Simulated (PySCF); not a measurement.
# Spin-rotation constants: `N1(CC=C)C[C@@H](C)C=N1`, C₇H₁₂N₂

Geometry:
```
atom   x (Å)   y (Å)   z (Å)
  C1   3.050   0.773  -0.058
  C2   2.118   0.069  -0.671
  C3   1.584  -1.248  -0.181
  N4   0.149  -1.247  -0.020
  C5  -0.469  -0.333   0.950
  C6  -1.869  -0.075   0.364
  C7  -2.229   1.402   0.243
  C8  -1.715  -0.751  -0.981
  N9  -0.593  -1.325  -1.143
 H10   3.514   0.425   0.852
 H11   3.404   1.714  -0.442
 H12   1.656   0.427  -1.582
 H13   1.810  -2.028  -0.914
 H14   2.036  -1.514   0.779
 H15  -0.495  -0.814   1.930
 H16   0.112   0.595   1.027
 H17  -2.640  -0.585   0.951
 H18  -2.273   1.866   1.227
 H19  -3.199   1.516  -0.236
 H20  -1.485   1.925  -0.355
 H21  -2.473  -0.776  -1.740
```

Computed with GIAO KT3/pcSseg-1 magnetisability, rotational g tensor and spin-rotation constants, non-relativistic, gas phase (PySCF). Geometry: GFN2-xTB.

**Question.** Give the nuclear spin-rotation constants along the inertial axes (H = +C I·J) beside the isotropic shieldings.

**Answer.** Rotational constants 2.8783, 1.1068, 0.9484 GHz. A star marks the isotopologue with that one atom substituted, in its own axes.
| atom | isotope | Caa (kHz) | Cbb (kHz) | Ccc (kHz) | mean (kHz) | σ (ppm) |
| --- | --- | --- | --- | --- | --- | --- |
| N4 | 14N | 0.310 | 0.106 | 0.077 | 0.164 | 110.4 |
| N9 | 14N | 0.666 | 0.152 | 0.177 | 0.332 | -94.3 |
| H10 | 1H | -0.214 | -0.119 | 0.053 | -0.093 | 26.6 |
| H11 | 1H | -0.261 | -0.018 | -0.016 | -0.098 | 26.5 |
| H12 | 1H | -0.211 | -0.122 | 0.068 | -0.089 | 26.0 |
| H13 | 1H | -0.227 | 0.035 | -0.081 | -0.091 | 27.1 |
| H14 | 1H | -0.245 | -0.116 | 0.030 | -0.110 | 28.5 |
| H15 | 1H | -0.285 | -0.121 | 0.052 | -0.118 | 28.3 |
| H16 | 1H | -0.191 | 0.004 | -0.096 | -0.094 | 28.9 |
| H17 | 1H | -0.066 | -0.105 | -0.037 | -0.069 | 28.4 |
| H18 | 1H | -0.317 | -0.037 | -0.048 | -0.134 | 30.5 |
| H19 | 1H | -0.013 | -0.119 | -0.076 | -0.069 | 30.4 |
| H20 | 1H | -0.150 | -0.108 | -0.050 | -0.103 | 31.0 |
| H21 | 1H | -0.034 | -0.098 | -0.013 | -0.048 | 25.8 |
| C1 | 13C* | 0.583 | 0.287 | 0.379 | 0.416 | 72.1 |
| C2 | 13C* | 0.671 | 0.315 | 0.417 | 0.468 | 52.6 |
| C3 | 13C* | 0.544 | 0.241 | 0.205 | 0.330 | 125.7 |
| C5 | 13C* | 0.545 | 0.208 | 0.216 | 0.323 | 129.8 |
| C6 | 13C* | 0.547 | 0.208 | 0.181 | 0.312 | 137.7 |
| C7 | 13C* | 0.427 | 0.159 | 0.153 | 0.246 | 162.5 |
| C8 | 13C* | 0.854 | 0.335 | 0.326 | 0.505 | 55.9 |

For the geometry as given, no vibrational averaging.
